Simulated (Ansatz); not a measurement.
`O/C=N/[SiH2]Cl` + `C[SiH](S)Cl` → `C[SiH](Cl)S[SiH2]Cl` + `N=CO`  (ligand exchange at the Si–N bond)

Isolated molecules relaxed with PBE0-D4/def2-TZVP in Ansatz; ΔE leaves out vibrations. CCSD(T)/CBS is the MP2 limit (def2-TZVPP, def2-QZVPP) plus CCSD(T) − MP2 in def2-TZVPP, frozen cores. This one scheme is used for every species. Each species was taken in one conformer, which may not be the lowest.

```json
{"species": "`O/C=N/[SiH2]Cl`", "MP2/CBS(def2) energy (Eh)": "-919.17916"}
{"species": "`C[SiH](S)Cl`", "MP2/CBS(def2) energy (Eh)": "-1187.70278"}
{"species": "`C[SiH](Cl)S[SiH2]Cl`", "MP2/CBS(def2) energy (Eh)": "-1937.20537"}
{"species": "`N=CO`", "MP2/CBS(def2) energy (Eh)": "-169.67959"}
```

(1) Work out ΔE.

Largest T1 diagnostic among the species: 0.014.

## Answers

(1) ΔE = (-1937.20537) + (-169.67959) − (-919.17916) − (-1187.70278) = -0.00302 Eh = -7.9 kJ/mol. CCSD(T)/CBS gives -5.4 kJ/mol.

In def2-TZVPP, CCSD(T) changes the Hartree–Fock value by −16.1 kJ/mol (the triples alone add −2.6 kJ/mol) and MP2 by −18.7 kJ/mol. The D4 term adds −10.3 kJ/mol with B3LYP and −5.8 kJ/mol with PBE0; it sums over pairs of atoms, weighted by their polarisabilities, and B3LYP, whose exchange is more repulsive, gets the larger term.

B3LYP here is the variant with VWN-RPA as its local correlation; programs differ in this.
